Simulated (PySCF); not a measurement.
Species: sum formula H$_{2}$GeO$_{2}$, charge 1, multiplicity 2. SMILES of the parent species: [OH][Ge][OH]
Structure (B3LYP-D3(BJ)/def2-TZVP (Ansatz) minimum search):
```
Ge
O 1 1.7337
H 2 0.9732 1 120.52
O 1 1.7337 2 108.18 3 -180.00
H 4 0.9732 1 120.52 2 -180.00
```
Charge +1, spin multiplicity 2.

Dispersion corrections to the total energy (kcal/mol) from the dftd3 and dftd4 libraries through PySCF: D3(BJ) without and D4 with the three-body term, each with the damping fitted for the functional named.

```json
[
 {"functional": "B2PLYP", "D3(BJ)": "-1.35", "D4": "?"},
 {"functional": "TPSS", "D3(BJ)": "-1.90", "D4": "-1.90"},
 {"functional": "HSE06", "D3(BJ)": "-1.02", "D4": "-1.09"},
 {"functional": "PBE0", "D3(BJ)": "-1.30", "D4": "-1.16"},
 {"functional": "CAM-B3LYP", "D3(BJ)": "-1.23", "D4": "?"},
 {"functional": "r2SCAN", "D3(BJ)": "-0.38", "D4": "?"},
 {"functional": "LC-wPBE", "D3(BJ)": "-1.46", "D4": "-1.58"}
]
```

Task: Complete the blanks.

Result: 
- B2PLYP, D4: -0.96
- CAM-B3LYP, D4: -1.18
- r2SCAN, D4: -0.30
